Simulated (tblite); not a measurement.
Species: C4H10N2P2S.
Cartesian coordinates in Å at the GFN2-xTB level; atoms count from 1:
```
atom  x, y, z in Å
C1     2.4695    0.8872   -0.0208
N2     1.2689    0.0973   -0.0752
C3     1.2210   -1.2216   -0.5369
C4     0.0142   -1.7658   -0.3897
N5    -0.9016   -0.8817    0.1895
C6    -2.2447   -1.2443    0.5549
P7    -0.2465    0.6554    0.4022
P8    -1.0145    1.8943   -1.3107
S9    -0.4190    1.5190    2.1402
H10    2.7578    1.2527   -1.0119
H11    3.2933    0.3050    0.3966
H12    2.2821    1.7432    0.6315
H13    2.1099   -1.6731   -0.9324
H14   -0.2995   -2.7608   -0.6383
H15   -2.6308   -0.4802    1.2332
H16   -2.2543   -2.2055    1.0724
H17   -2.8999   -1.3055   -0.3204
H18   -2.1636    2.1867   -0.5858
H19   -0.3521    3.0070   -0.8058
```

Computed with GFN2-xTB (tblite): harmonic, unscaled wavenumbers at the GFN2-xTB geometry, gas phase. The method is semi-empirical: single wavenumbers can be off by several per cent or more. Modes of hydrogen on phosphorus can be 10 to 20 % off. One conformer, not necessarily the lowest.

Harmonic wavenumbers (cm⁻¹): 49.8, 66.0, 78.8, 81.0, 116.3, 132.0, 146.6, 146.9, 173.5, 209.5, 236.8, 347.7, 367.1, 454.3, 457.9, 619.5, 644.0, 681.2, 693.7, 718.5, 726.3, 742.0, 803.2, 987.0, 1003.4, 1086.1, 1103.0, 1103.7, 1104.2, 1178.2, 1205.3, 1235.1, 1314.2, 1319.4, 1412.3, 1412.6, 1464.8, 1465.1, 1482.2, 1482.9, 1661.5, 2292.6, 2346.3, 2932.7, 2933.3, 2982.0, 2983.1, 2983.3, 2984.5, 3148.6, 3163.2.

A = 1059, B = 989.0, C = 873.8 MHz; mass 180.004 u (most abundant isotopes); point group Cs, symmetry number 1.

What is the zero-point energy?

½Σν̃ = 30232 cm⁻¹ = 86.44 kcal/mol.

Give the ideal-gas entropy at 500 K and 1 bar in the rigid-rotor, harmonic-oscillator model (classical rotation).

Translation 44.06, rotation 31.78, vibration 64.89: S = 140.7 cal/(mol K).

And Cp and H(500 K) − H(0)?

Cp = 61.61 cal/(mol K), of which vibrations give 53.66 (their classical limit is 51 R = 101.3); H(500 K) − H(0) = 19.42 kcal/mol without the zero-point energy, 15.45 from vibrations.

Blend soft modes into free rotors: weight 1/[1 + (100 cm⁻¹/ν̃)⁴] for the oscillator and the rest for a rotor with moment μB/(μ + B), μ = h/(8π²ν), B = 10⁻⁴⁴ kg m². What vibrational entropy results?

59.17 cal/(mol K) in place of 64.89, which changes −T·S at 500 K by +2.86 kcal/mol.

How do the functions run with temperature in this model?

```tsv
T (K)	S (cal/(mol K))	Cp (cal/(mol K))	H − H(0) (kcal/mol)	G − H(0) (kcal/mol)	ln q(vib)
150	88.1	30.4	3.03	-10.19	4.83
250	105.9	40.1	6.56	-19.93	8.71
298.15	113.4	44.8	8.60	-25.21	10.45
400	127.9	53.9	13.63	-37.51	13.91
600	152.6	68.0	25.91	-65.62	20.14
900	182.9	81.6	48.53	-116.11	28.40
```

q(vib) and H(0) count from the zero-point level.

What must be added to the electronic energy to get the Gibbs energy at 500 K and 1 bar?

ZPE + [H(500 K) − H(0)] − T·S = 86.44 + 19.42 − 70.37 = 35.49 kcal/mol.

Which modes carry the vibrational entropy at 500 K?

49.8 cm⁻¹: 5.85; 66.0 cm⁻¹: 5.29; 78.8 cm⁻¹: 4.94; 81.0 cm⁻¹: 4.89; 116.3 cm⁻¹: 4.17; 132.0 cm⁻¹: 3.92 cal/(mol K); the other 45 give 35.83 together.

Hindered rotation and anharmonicity are outside this model. Other conformers, if any are populated, would add a mixing term that is left out.
